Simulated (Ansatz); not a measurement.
Ideal-gas functions of ClH₃Se₃Si, SMILES `Cl[Si]([SeH])([SeH])[SeH]` at 600 K and 1 bar, from an Ansatz frequency run at PBE0-D4/def2-TZVP.

Molar mass 303.44 g/mol, point group C1 (symmetry number 1), electronic degeneracy 1, moments of inertia 763.448, 831.158, 1107.356 u Å². Harmonic wavenumbers (cm⁻¹, unscaled): 69, 81, 121, 137, 139, 187, 214, 251, 260, 459, 467, 543, 648, 671, 681, 2428, 2431, 2441.

Use S(trans) = R[1.5 ln M + 2.5 ln T − 1.1517]; rotational temperatures θ = 24.2544 K / I; S(rot) = R[ln(√π/σ · √(T³/θAθBθC)) + 1.5]; for each mode x = 1.438777 ν̃/T, S = R[x/(eˣ − 1) − ln(1 − e⁻ˣ)] and H = RT x/(eˣ − 1); 1 cm⁻¹ = 0.0119627 kJ/mol; R = 8.31446 J/(mol·K).

By hand: the entropy, in J/(mol·K).

Translation 194.7. Rotation: θ = 0.0318, 0.0292, 0.0219 K, giving 141.9. Vibration, mode by mode: 23.28, 21.95, 18.63, 17.61, 17.49, 15.05, 13.95, 12.66, 12.38, 7.92, 7.79, 6.68, 5.44, 5.20, 5.10, 0.17, 0.17, 0.16, in all 191.6. Electronic 0.0. Sum 528.2 J/(mol·K).

By hand: H − E and G − E in kJ/mol, counted from the electronic energy.

Zero-point energy ½ × 12228 × 0.0119627 = 73.1; thermal vibration 51.0; translation, rotation and pV give 4 RT = 20.0. H − E = 144.1 kJ/mol, and G − E = 144.1 − 600 × 528.2/1000 = -172.8 kJ/mol.

Vibration gives 36 % of the entropy, 99.0 J/(mol·K) of it from the modes under 150 cm⁻¹: soft modes count most, and the harmonic formula is weakest for them. The sum counts one conformer and one mirror image; others add a mixing term.
